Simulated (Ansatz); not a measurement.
`O=CC(F)[TeH]` + `C=CC` → `C=C(C)C=O` + `FC[TeH]` at 298.15 K and 1 bar (formal exchange of groups at a C–C bond).

Isolated molecules relaxed with PBE0-D4/def2-TZVP in Ansatz; ΔE leaves out vibrations. CCSD(T)/CBS adds triple-zeta CCSD(T) − MP2 to the extrapolated MP2 energy (def2 sets, frozen cores). Elements past krypton have def2 core potentials. For Te outer-core shells are correlated without core-valence functions, which leaves a few kJ/mol of doubt a bond. One conformer a species, not always the lowest.

```
       species  CCSD(T)/CBS energy (Eh)  H − E (kJ/mol)  S (J/(mol·K))
`O=CC(F)[TeH]`               -520.55716           138.1          341.1
        `C=CC`               -117.74610           222.5          264.5
   `C=C(C)C=O`               -230.96479           252.9          310.4
     `FC[TeH]`               -407.34762           109.3          297.0
```

H − E and S are ideal-gas, rigid-rotor, harmonic terms from PBE0-D4/def2-TZVP, for one conformer and one mirror image of each species. 1 Eh = 2625.50 kJ/mol, R = 8.31446 J/(mol·K).

Q: By hand: ΔE, ΔH, ΔS and ΔG.

A: ΔE = (-230.96479) + (-407.34762) − (-520.55716) − (-117.74610) = -0.00915 Eh = -24.0 kJ/mol. Δ(H − E) = 252.9 + 109.3 − 138.1 − 222.5 = 1.6, so ΔH = -22.4 kJ/mol. ΔS = 310.4 + 297.0 − 341.1 − 264.5 = 1.8 J/(mol·K). ΔG = -22.4 − 298.15 × (1.8)/1000 = -22.9 kJ/mol.

Q: By hand: the equilibrium constant, and the temperature at which ΔG would vanish if ΔH and ΔS stayed fixed.

A: log₁₀ K = −ΔG/(RT ln 10) = 4.0. ΔH and −TΔS have one sign here, so there is no such temperature.

The number of gas molecules stays the same, so ΔS is small and ΔH decides. A doubt of 5 kJ/mol in ΔE shifts log₁₀ K by 0.9 here. Other conformers and mirror images would add mixing entropy, several J/(mol·K) or more a flexible species. These are equilibria of isolated gas molecules and say nothing of rates. Largest T1 diagnostic: 0.014 (customary marks: 0.02 for closed shells, 0.045 for open ones).

ΔS is within the doubt of such terms, so its sign, and with it that verdict, could turn.
